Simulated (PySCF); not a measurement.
**Correlation energy of Cu³⁺ (copper, charge +3)**

[Ar] 3d8, high-spin 3F determinant. Calculation: PySCF 2.14, in aug-cc-pwCVDZ-PP with ECP10MDF; scalar relativity through the core potential. Frozen: 3s2 3p6; 8 electrons correlated.

```
  level  correlation energy (mhartree)
   CCSD                        -239.85
    (T)                          -3.58
CCSD(T)                        -243.43
```

Diagnostics: T1 = 0.0036, D1 = 0.0053, largest double amplitude 0.015.

Cost of the coupled-cluster step: of the order of 9 core-seconds, for 8 correlated electrons.

Iterations:

```
CC2 = 0
CCSD nocc = (np.int64(5), np.int64(3)), nmo = (66, 66)
frozen orbitals [[0, 1, 2, 3], [0, 1, 2, 3]]
max_cycle = 100
direct = 0
conv_tol = 1e-08
conv_tol_normt = 1e-06
diis_space = 8
diis_start_cycle = 0
Init t2, MP2 energy = -0.24714136738514
Init E_corr(UCCSD) = -0.247141367388753
cycle = 1  E_corr(UCCSD) = -0.237889016491747  dE = 0.0092523509  norm(t1,t2) = 0.020788
cycle = 2  E_corr(UCCSD) = -0.239827558719286  dE = -0.00193854223  norm(t1,t2) = 0.00475698
cycle = 3  E_corr(UCCSD) = -0.239731215618321  dE = 9.6343101e-05  norm(t1,t2) = 0.00198054
cycle = 4  E_corr(UCCSD) = -0.239843710464485  dE = -0.000112494846  norm(t1,t2) = 0.000916803
cycle = 5  E_corr(UCCSD) = -0.239854752778092  dE = -1.10423136e-05  norm(t1,t2) = 0.000180319
cycle = 6  E_corr(UCCSD) = -0.23984818897169  dE = 6.5638064e-06  norm(t1,t2) = 5.09374e-05
cycle = 7  E_corr(UCCSD) = -0.239849611927317  dE = -1.42295563e-06  norm(t1,t2) = 1.72319e-05
cycle = 8  E_corr(UCCSD) = -0.239849711402869  dE = -9.94755521e-08  norm(t1,t2) = 3.85706e-06
cycle = 9  E_corr(UCCSD) = -0.239849595266478  dE = 1.16136391e-07  norm(t1,t2) = 1.14416e-06
cycle = 10  E_corr(UCCSD) = -0.239849614373521  dE = -1.91070434e-08  norm(t1,t2) = 2.45209e-07
cycle = 11  E_corr(UCCSD) = -0.239849615245309  dE = -8.71787781e-10  norm(t1,t2) = 6.76143e-08
UCCSD converged
E(UCCSD) = -194.2824424211899  E_corr = -0.2398496152453089
UCCSD(T) correction = -0.00357950449356099
```
